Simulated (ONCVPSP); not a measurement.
## selenium, ONCV: configuration errors across variants

* Element: Se (Z = 34)
* Generator: ONCVPSP 4.0.1
* Type: optimised norm-conserving Vanderbilt (ONCV)
* Functional: LDA (Perdew-Wang 92)
* Relativity: scalar-relativistic
* Frozen core: [Ne]
* Valence charge: 24
* Reference configuration: 3s2 3p6 3d10 4s2 4p4
* Partial waves: 3s+4s: rc 1.00 bohr, ncon 5, nbas 9, qcut 11.9 1/bohr, 2 projectors; 3p+4p: rc 1.05 bohr, ncon 4, nbas 8, qcut 14.1 1/bohr, 2 projectors; 3d: rc 1.00 bohr, ncon 4, nbas 8, qcut 14.6 1/bohr, local
* Local potential: the d channel
* Core correction: none

All-electron excitation energies from the reference (eV): (1) 3s2 3p6 3d10 4s2 4p3 11.004; (2) 3s2 3p6 3d10 4s2 4p2 31.558; (3) 3s2 3p6 3d10 4s2 4p1 62.711; (4) 3s2 3p6 3d10 4s2 4p0 105.280.

A true bound ghost makes a file unfit for plane-wave use even where its test errors are small: the radial tests pick states by their node count and pass the ghost by.

Errors AE − PS in meV (a dash: test not solved or not reliable):

```tsv
change	(1)	(2)	(3)	(4)	bound ghosts	GHOST(+) flags above zero
base	-1.1	-4.1	-10	-23	s	none
s: qcut 7.7; p: qcut 9.1; d: qcut 9.4	-0.8	-1.8	-2.2	-0.4	none	none
s: qcut 8.8; p: qcut 10.5; d: qcut 10.9	-1.7	-8.4	-26	-66	s	none
s: qcut 10.6; p: qcut 12.5; d: qcut 12.9	-1.2	-4.6	-13	-29	s	none
s: qcut 12; p: qcut 14.2; d: qcut 14.7	-1.1	-4.0	-10	-23	s	none
s: qcut 13.1; p: qcut 15.5; d: qcut 16.1	-1.1	-3.8	-9.4	-20	s	none
s: qcut 14.6; p: qcut 17.3; d: qcut 17.9	-1.1	-3.6	-8.6	-18	s	none
s: qcut 16; p: qcut 19; d: qcut 19.7	-1.1	-3.5	-7.8	-15	s	none
```

(1) Give the same row for: s: qcut 16.8; p: qcut 19.9; d: qcut 20.6.

Results:

(1) -1.1, -3.6, -8.2, -16; bound ghosts: s; GHOST(+) flags above zero: none.
